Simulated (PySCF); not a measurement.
## Match the barriers

Saddle point of SnH₆O, closed shell (SnH₄ + H₂O → SnH₄O ([OH][SnH3]) + H₂; bonds formed: Sn1–O7, H2–H6; bonds broken: Sn1–H2, H6–O7), PBE0-D4/def2-TZVP structure:

Sn1  (-0.633, 0.136, -0.518)
H2  (-0.098, 0.795, 1.405)
H3  (-0.220, -0.817, -1.890)
H4  (-2.141, -0.376, 0.077)
H5  (-0.510, 1.771, -0.990)
H6  (0.657, 0.077, 1.228)
O7  (1.026, -0.807, 0.525)
H8  (1.920, -0.780, 0.163)
(Å)

Computed with PySCF 2.14 with density fitting (its default auxiliary sets; JK sets also for MP2 and CCSD(T)) (basis: def2-TZVPP, with def2-QZVPP for the basis limit); correlated methods freeze the cores. Filled d shells of the heavier atoms are correlated. Core potentials replace the inner electrons of the atoms past krypton. The def2 sets are not built for correlating such inner shells, so the correlated values are less sure here. Extrapolation: Hartree–Fock as exp(−7.88 √X), correlation as X^−2.97. Four methods, as single points on the PBE0-D4 structures, gave these electronic barriers from the start structure: 113.7, 144.8, 173.5, 220.7 kJ/mol.

**Question.** The methods were, in alphabetical order, CCSD(T), HF, r2SCAN-D4, SPW92. Which gave which? (Judge from chemistry; the calculation decides.)

**Answer.** Computed: SPW92 113.7; r2SCAN-D4 144.8; CCSD(T) 173.5; HF 220.7 kJ/mol. For comparison, CCSD(T) at an estimated basis limit (MP2 extrapolated from triple and quadruple zeta, plus CCSD(T) − MP2 in triple zeta) gives 163.6 kJ/mol.

The T1 diagnostic stays at or below 0.015.

Labels in which every atom is bracketed show which atoms are joined, not bond orders.

For scale, one of the runs: CCSD(T)/def2-TZVPP, 165 basis functions, launched by `OMP_NUM_THREADS=4 python run.py`. The run took 5 min on 4 CPU threads of an Intel Xeon (shared host), with 1.7 GiB of host memory at its peak.
